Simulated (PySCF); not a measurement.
Species: sum formula H₃SiO (charge -1, singlet). It need not be the lowest isomer of its formula. Whether it binds its extra electron was not tested at this geometry. SMILES: [O-][SiH3]
Coordinates optimised at B3LYP-D3(BJ)/def2-TZVP (Ansatz):
```xyz
5

Si    -0.3912    -0.0039    -0.1429
O      1.0780     0.0108     0.3939
H     -0.7741    -1.1285    -1.1052
H     -1.5129    -0.1205     0.8893
H     -0.8602     1.2174    -0.9340
```
Charge -1, spin multiplicity 1.

Dispersion corrections to the total energy (kcal/mol) from the dftd3 and dftd4 libraries through PySCF: D3(BJ) without and D4 with the three-body term, each with the damping fitted for the functional named.

| functional | D3(BJ) | D4 |
|---|---|---|
| CAM-B3LYP | -0.99 | -1.60 |
| HSE06 | -0.82 | -1.48 |
| revPBE | [?] | -6.78 |
| r2SCAN | -0.33 | -0.45 |
| LC-wPBE | -1.22 | -2.17 |
| HF | [?] | -7.77 |
| B2PLYP | [?] | -1.35 |

Complete the blanks.


- revPBE, D3(BJ): -3.48
- HF, D3(BJ): -13.48
- B2PLYP, D3(BJ): -1.10
